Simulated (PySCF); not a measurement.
**Bonding in `CO/C(C#N)=C/[Si@@H](C)N`**

Compound: C₅H₁₀N₂OSi.
SMILES with atom numbers: `[CH3:1][O:2]/[C:3]([C:4]#[N:5])=[CH:6]/[Si@@H:7]([CH3:8])[NH2:9]` (hydrogens: H10, H11, H12 on C1; H13 on C6; H14 on Si7; H15, H16, H17 on C8; H18, H19 on N9)

Geometry (GFN2-xTB, Å), atoms numbered from 1 in this order:
```xyz
19
C5H10N2OSi angstrom
C      3.5402    0.3171    0.4782
O      2.4368   -0.5592    0.4832
C      1.2386   -0.0539    0.0645
C      1.1707    1.3002   -0.3494
N      1.0983    2.3976   -0.6789
C      0.1288   -0.8041    0.0405
Si    -1.5470   -0.1766   -0.5465
C     -2.8475   -1.5150   -0.2297
N     -1.9510    1.1665    0.4563
H      4.3867   -0.2681    0.8327
H      3.7504    0.6925   -0.5285
H      3.3810    1.1695    1.1466
H      0.2416   -1.8271    0.3688
H     -1.4582    0.0980   -1.9950
H     -2.6249   -2.4164   -0.7905
H     -3.8329   -1.1780   -0.5326
H     -2.9005   -1.7810    0.8208
H     -1.3181    1.9504    0.4847
H     -2.9028    1.4966    0.4672
```

Bond orders from the PBE0/pcSseg-1 density (PySCF). One conformer (not necessarily the lowest) at the GFN2-xTB geometry, without solvent, vibrations or thermal averaging.

(1) Where do the orders between heavy atoms depart from those drawn in the SMILES?

(2) Give the Mayer order of every bond between heavy atoms, beside its length.

## Answers

(1) The largest departure is 0.205, at C3–C6 (drawn double, 1.795). Drawn single, order below 0.88: C6–Si7 (0.806).

(2) 
| bond | drawn as | length (Å) | Mayer order |
| --- | --- | --- | --- |
| C1–O2 | single | 1.409 | 0.890 |
| O2–C3 | single | 1.366 | 1.031 |
| C3–C4 | single | 1.418 | 0.990 |
| C4–N5 | triple | 1.148 | 2.932 |
| C3–C6 | double | 1.340 | 1.795 |
| C6–Si7 | single | 1.883 | 0.806 |
| Si7–C8 | single | 1.893 | 0.948 |
| Si7–N9 | single | 1.724 | 1.085 |

By pair of heavy elements: C–O: lowest C1–O2 (0.890, 1.409 Å), highest O2–C3 (1.031, 1.366 Å). C–C: lowest C3–C4 (0.990, 1.418 Å), highest C3–C6 (1.795, 1.340 Å). C–Si: lowest C6–Si7 (0.806, 1.883 Å), highest Si7–C8 (0.948, 1.893 Å); in 1 of the 1 pairs the longer bond (by over 0.003 Å) has the higher order (by 0.02 or more).

Problem. And the bonds to hydrogen?

Solution. C–H: 0.92 to 0.97 (7 bonds); H–Si: 0.91 (1 bond); H–N: 0.94 to 0.95 (2 bonds).

Problem. Sum the orders of all bonds at each heavy atom with more than one neighbour and set the sums beside the valence in the SMILES.

Solution. C1 3.771 (drawn 4), O2 1.921 (drawn 2), C3 3.816 (drawn 4), C4 3.922 (drawn 4), C6 3.523 (drawn 4), Si7 3.745 (drawn 4), C8 3.824 (drawn 4), N9 2.975 (drawn 3). Orders between atoms that aren't bonded are not in these sums.

The Mayer order sums products of elements of PS (density times overlap matrix) between the two atoms' basis functions, so it depends on the basis set.
